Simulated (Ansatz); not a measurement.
`F[C@@H]1[C@@H](F)C(F)(F)[C@H]1F` → 4 C• + 5 F• + 3 H•  (atomization)

Computed with Ansatz on PBE0-D4/def2-TZVP structures; ΔE is electronic, products minus reactants. CCSD(T)/CBS adds triple-zeta CCSD(T) − MP2 to the extrapolated MP2 energy (def2 sets, frozen cores). This one scheme is used for every species, atoms too. No spin–orbit coupling; open shells (•) take unrestricted orbitals. Spin–orbit coupling would lower the free atoms: a little for C, F.

| species | CCSD(T)/CBS(def2) energy (Eh) |
| --- | --- |
| `F[C@@H]1[C@@H](F)C(F)(F)[C@H]1F` | -652.91952 |
| C• | -37.79194 |
| F• | -99.66871 |
| H• | -0.50000 |

Question: Work out ΔE.

Answer: ΔE = 5 × (-99.66871) + 4 × (-37.79194) + 3 × (-0.50000) − (-652.91952) = 1.90821 Eh = +1197.4 kcal/mol.

Question: What do rigid-rotor, harmonic-oscillator terms from PBE0-D4/def2-TZVP frequencies (298.15 K, 1 bar) make of the CCSD(T)/CBS value? (An estimate is asked.)

Answer: The calculation gave: ΔZPE = -45.4 kcal/mol, ΔH = +1164.4 kcal/mol, ΔS = 1413 J/(mol·K), ΔG = +1063.6 kcal/mol. Open shells count their whole term as degenerate.

Largest T1 diagnostic among the species: 0.012.

From BLYP to BHLYP (50 % exact exchange), in def2-TZVPP and without D4, ΔE moves by −62.3 kcal/mol: exact exchange takes away binding that semilocal exchange gives to molecules. The D4 term adds +9.6 kcal/mol with B3LYP and +5.0 kcal/mol with PBE0; it sums over pairs of atoms, weighted by their polarisabilities, and B3LYP, whose exchange is more repulsive, gets the larger term. In def2-TZVPP, CCSD(T) changes the Hartree–Fock value by +337.7 kcal/mol (the triples alone add +25.4 kcal/mol) and MP2 by +387.1 kcal/mol; breaking electron pairs costs correlation energy, which Hartree–Fock lacks.

B3LYP here is the variant with VWN-RPA as its local correlation; programs differ in this.

For atomizations the MP2-based limit and the directly extrapolated one differ by several kJ/mol either way, and by 10 to 25 for some Ge, Se and Sn compounds, so smaller differences from it don't rank the levels.
